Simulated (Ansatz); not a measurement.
Zn₃O₃H₁₂, a cluster cut from wurtzite ZnO (hydrogen-capped). Charge 0, multiplicity 1. Geometry r2SCAN-D4/def2-SVP; atoms count from 1.

Cartesian coordinates in Å:
```
O -0.027 0.800 -1.884
O -0.591 1.131 1.601
O 0.632 -1.927 0.285
Zn -0.769 2.368 -0.348
Zn 0.737 -1.384 -1.966
Zn 0.044 -0.980 2.314
H -0.777 0.768 -2.502
H 0.683 1.284 -2.338
H 0.581 3.146 -0.206
H -2.298 2.118 -0.571
H -0.042 1.705 2.162
H -1.496 1.189 1.951
H 2.265 -1.052 -2.009
H -0.633 -2.030 -2.362
H 1.536 -2.241 0.458
H 0.065 -2.717 0.266
H -1.400 -1.583 2.373
H 1.489 -0.595 2.774
```

**Question.** Estimate the Mulliken populations from the PBE0/def2-TZVP orbitals of Ansatz.

**Answer.** 
```tsv
atom	charge (e)	d electrons
O1	-0.61	–
O2	-0.61	–
O3	-0.61	–
Zn4	0.12	10.02
Zn5	0.12	10.02
Zn6	0.12	10.02
H7	0.38	–
H8	0.38	–
H9	-0.14	–
H10	-0.14	–
H11	0.38	–
H12	0.38	–
H13	-0.14	–
H14	-0.14	–
H15	0.38	–
H16	0.38	–
H17	-0.14	–
H18	-0.14	–
```
Mulliken values and Mayer orders depend strongly on the basis.
